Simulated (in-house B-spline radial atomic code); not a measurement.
How numerical settings move a run on neutral hafnium, [Xe] 4f14 5d2 6s2. Computed with a B-spline radial code for spherical atoms: Dirac-Kohn-Sham LDA VWN5, spherical fractional occupations, Fermi nucleus of rms radius 5.347 fm.

Command:
```bash
python run_scf.py task.json out
```
Settings of the sound reference run:
```
Z                72
electrons        72
configuration    [Xe] 4f14 5d2 6s2
hamiltonian      dirac
method           lda,vwn
spin_polarised   False
nucleus          fermi
rms_radius       5.347
mass_number      180
atomic_mass      179.9466
speed_of_light   137.036
knot_spacing     0.22
spline_order     8
gauss_points     12
box_radius       50
max_iterations   70
damping          0.5
damped_steps     3
diis_vectors     10
tolerance        1e-08
start            Thomas-Fermi
```

Run time, properties included: 2.8 s on 1 thread of Arm Neoverse N1, on a shared host.

It converges in 12 iterations to -15086.602952 hartree, with 5d5/2 at -2.6994 eV. The other runs change the listed settings, some to values that make no sense; their results aren't properties of the atom or ion. Radii are in bohr (the nuclear one in fm), a minus after a letter asks for a j subshell, and «unchanged» means within 1e-8 hartree. The run stops when the residual is below 10 × tolerance × max(1, Z/10), or a noise floor if that is larger, and the energy moves by less than 1e-8 × √|E| hartree; so very loose and very tight tolerances often act alike.

| changed settings | outcome |
| --- | --- |
| electrons = 73, configuration = [Xe] 4f14 5d2 6s2 7p-1, max_iterations = 75 | converged in 16 iterations to -15086.6016 hartree, a different physical problem (warning: 7p1/2 has a positive eigenvalue: unbound, held by the box) |
| damping = 0 | converged in 15 iterations, energy unchanged, 5d5/2 level +2.8e-05 eV |
| max_iterations = 3 | not converged after 3 iterations, last residual 1.3e+00, last energy +4.11e+01 hartree from the reference |
| max_iterations = 2 | not converged after 2 iterations, last residual 1.2e+00, last energy +1.54e+02 hartree from the reference |
| gauss_points = 4, max_iterations = 100, diis_vectors = 20, start = bare nucleus | converged in 14 iterations, energy +1.01e-05 hartree from the reference, 5d5/2 level +2.0e-05 eV |
| method = scan,scan | stopped with error: meta-GGAs are not served with the Dirac Hamiltonian |
| first_knot = 0.000139 | converged in 12 iterations, energy +1.91e-05 hartree from the reference |
| max_iterations = 12 | converged in 12 iterations, energy unchanged |
| electrons = 80, configuration = [Xe] 4f14 5d2 6s2 8s2 8p6, max_iterations = 60 | not converged after 60 iterations, last residual 1.7e-04 |
| spline_order = 10, max_iterations = 5, damped_steps = 30, start = bare nucleus | not converged after 5 iterations, last residual 2.4e-01, last energy +2.23e+00 hartree from the reference |
| knot_spacing = 0.75, gauss_points = 5, max_iterations = 12 | converged in 10 iterations, energy +7.00e+01 hartree from the reference, 5d5/2 level -1.1e+00 eV |
| gauss_points = 3, first_knot = 0.0417, max_iterations = 60 | converged in 15 iterations, energy -2.27e+04 hartree from the reference, 5d5/2 level +1.8e+00 eV |
| first_knot = 0.00139 | converged in 12 iterations, energy -5.08e-01 hartree from the reference, 5d5/2 level +3.7e-04 eV |
| first_knot = 0.0139 | converged in 12 iterations, energy +6.27e+00 hartree from the reference, 5d5/2 level -6.1e-03 eV |
| first_knot = 1.39e-05 | converged in 12 iterations, energy -1.46e-07 hartree from the reference |
| damping = 0.2 | converged in 16 iterations, energy unchanged, 5d5/2 level +2.5e-05 eV |

Q: What happens with damping = 0.95?

A: Converged in 11 iterations, energy unchanged, 5d5/2 level +3.6e-05 eV.

Q: What happens with first_knot = 1.39e-06?

A: Converged in 12 iterations, energy +2.70e-08 hartree from the reference.

Q: What happens with damping = 0.8?

A: Converged in 12 iterations, energy unchanged, 5d5/2 level +6.1e-05 eV.

Q: What happens with max_iterations = 5?

A: Not converged after 5 iterations, last residual 4.5e-01, last energy +4.27e+00 hartree from the reference.
